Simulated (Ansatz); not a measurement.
Ansatz results at the PBE0-D4/def2-TZVP geometry: LUMO energy (PBE/def2-TZVPP) -1.92 eV; LUMO energy (PBE0/def2-TZVPP) -1.16 eV; HOMO energy (B3LYP/def2-TZVPP) -7.35 eV.

Each molecule was computed in one conformer, which needn't be the lowest.

Task: Which molecule gave them?
A. `NC(=O)[SiH3]`
B. `[CH3][Al]([CH3])[SnH3]`
C. `CC=C=O`
D. `[CH3][SnH2][CH2][AlH2]`

Result: D. The others give `[CH3][Al]([CH3])[SnH3]`: -2.26, -1.53, -6.79; `NC(=O)[SiH3]`: -1.33, -0.32, -6.91; `CC=C=O`: -1.93, -0.79, -6.39.

B3LYP here is the variant with VWN-RPA as its local correlation; programs differ in this.
